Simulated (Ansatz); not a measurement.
Basis sets compared for the cluster Sr3S4. The state is a singlet with charge 0. Geometry PBE-D4/def2-SVP. Ansatz on 4 threads of INTEL XEON PLATINUM 8581C on a shared host; times are rough, and most runs start from earlier orbitals.

```xyz
7

Sr   -1.170    2.597    1.915
Sr    0.668   -0.594    0.895
Sr   -0.611   -0.309   -2.623
S     0.385    0.938    3.206
S     0.046   -2.598   -1.171
S     1.800   -1.372   -1.704
S    -1.118    1.337   -0.518
```

In the def2 sets Sr takes a core potential; there is no spin–orbit coupling. The structure comes from a short search, and lower isomers may exist.

Binding counts from free atoms (Sr singlet, S triplet) in the same basis, without a counterpoise term.

```csv
level,functions,energy (Eh),HOMO (eV),LUMO (eV),binding per atom (eV),wall time
PBE-D4/def2-SVP,141,-1684.0945,-4.04,-2.18,3.39,1.7 s
PBE0-D4/def2-SVP,141,-1684.2084,-4.96,-1.65,3.32,3.2 s
```

Q: Estimate the rows for PBE-D4/def2-TZVP (with forces), PBE0-D4/def2-TZVP.

A: 
```
                         level  functions  energy (Eh)  HOMO (eV)  LUMO (eV)  binding per atom (eV)  wall time
PBE-D4/def2-TZVP (with forces)        247   -1684.6619      -4.03      -2.16                   3.33        4 s
             PBE0-D4/def2-TZVP        247   -1684.7683      -4.95      -1.63                   3.27      6.5 s
```
